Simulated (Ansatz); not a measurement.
Level of theory: frozen-core CCSD(T)/def2-TZVPP // r2SCAN-D4/def2-TZVP run with Ansatz (an electronic-structure program). The restricted HF reference is unstable towards unrestricted orbitals.

Ansatz 0.2 input:
```yaml
crystal:
  periodic: [false, false, false]
  atoms:
    - { symbol: C, position_ang: [-0.149985, 0.004596, 0.004025] }
    - { symbol: Se, position_ang: [1.59555, -0.048914, -0.042615] }
    - { symbol: H, position_ang: [-0.751362, -0.901784, 0.009877] }
    - { symbol: H, position_ang: [-0.694203, 0.946101, 0.028711] }
basis:
  gaussian: { orbitals: def2-TZVPP }
correlation:
  method: ccsd_t
```

Output:

```
Functional definition: HF
669 factors; integrals over basis functions are off by at most 1.5e-3 eV
mean field evaluation 1: about -66363.7142 eV, gradient 1.3e1 eV
mean field evaluation 2: about -66363.8024 eV, gradient 1.3e1 eV
mean field evaluation 4: about -66364.3794 eV, gradient 2.2e0 eV
mean field evaluation 8: about -66364.3957 eV, gradient 1.9e-1 eV
mean field evaluation 16: about -66364.2249 eV, gradient 4.0e0 eV
mean field evaluation 32: about -66358.2197 eV, gradient 1.7e-2 eV
mean field -66364.39605434 eV, -2438.8465715937 hartree, gradient 2.3e-6 eV, S^2 0.000000; 0 other end points of the search recorded, 0 dependent functions left out; unrestricted orbitals would lower it
10 core orbitals not correlated
reference -66364.39605434 eV, -2438.8465715937 hartree; 11, 11 occupied and 86, 86 virtual orbitals, 669 factors
second order -11.81829464 eV of doubles, -0.00000000 eV of singles
cycle   1  -11.74223304 eV  change    7.6e-2 eV  update   9.3e-2
cycle   2  -12.11522369 eV  change   -3.7e-1 eV  update   3.1e-2
cycle   3  -12.20357050 eV  change   -8.8e-2 eV  update   1.9e-2
cycle   4  -12.19011528 eV  change    1.3e-2 eV  update   5.8e-3
cycle   5  -12.19250638 eV  change   -2.4e-3 eV  update   2.8e-3
cycle   6  -12.19300287 eV  change   -5.0e-4 eV  update   7.2e-4
cycle   7  -12.19271198 eV  change    2.9e-4 eV  update   2.1e-4
cycle   8  -12.19281099 eV  change   -9.9e-5 eV  update   6.3e-5
cycle   9  -12.19278249 eV  change    2.9e-5 eV  update   1.6e-5
cycle  10  -12.19277463 eV  change    7.9e-6 eV  update   3.8e-6
perturbative correction -0.55936169 eV, -0.0205561629 hartree
Total energy: -66377.14819066 eV, -2439.3152039596 hartree
```

Cost: about 6 core-seconds (a rough figure).
